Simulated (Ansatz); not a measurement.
CH8FNO2Si2, SMILES `C[Si@H](O)N[Si@@H](O)F`, relaxed with RKS PBE0-D4/def2-TZVP in Ansatz 0.2.0 from a GFN2-xTB geometry. The force threshold is 0.005 eV/Å; the program also tests the step.

Total charge 0; spin multiplicity 1.

Start:

```xyz
15

C     2.041    0.682   -1.315
Si    0.199    0.311   -1.090
O    -0.528    1.651   -0.544
N    -0.034   -0.953    0.098
Si   -0.921   -0.896    1.553
O    -2.082    0.229    1.371
F    -1.664   -2.312    1.774
H     2.176    1.513   -1.998
H     2.518    0.946   -0.376
H     2.569   -0.171   -1.728
H    -0.432   -0.151   -2.333
H    -1.253    1.523    0.069
H     0.496   -1.794   -0.050
H    -0.162   -0.669    2.768
H    -2.922    0.092    1.801
```

Question: By how much does the energy fall, and how many steps does the optimiser take? (An estimate is asked.)

Answer: Ansatz gave: 3.28 kcal/mol, in 35 steps, 2 of them rejected.

Question: Which bonds change most? (An estimate is asked.)

Answer: The calculation gave: C1–Si2 from 1.892 to 1.852 Å; Si5–H14 from 1.451 to 1.476 Å; Si2–O3 from 1.619 to 1.644 Å; Si2–H11 from 1.469 to 1.486 Å.

Question: Give the relaxed structure. (Best estimate.)

Answer: Computed: 
```xyz
15

C     1.925    0.533   -1.578
Si    0.242    0.416   -0.813
O    -0.204    1.936   -0.370
N     0.307   -0.662    0.554
Si   -1.014   -1.085    1.519
O    -2.120    0.103    1.266
F    -1.718   -2.460    1.107
H     1.909    1.225   -2.423
H     2.655    0.906   -0.855
H     2.260   -0.441   -1.942
H    -0.767   -0.135   -1.755
H    -1.016    1.973    0.143
H     1.225   -0.918    0.888
H    -0.638   -1.256    2.936
H    -3.046   -0.136    1.323
```
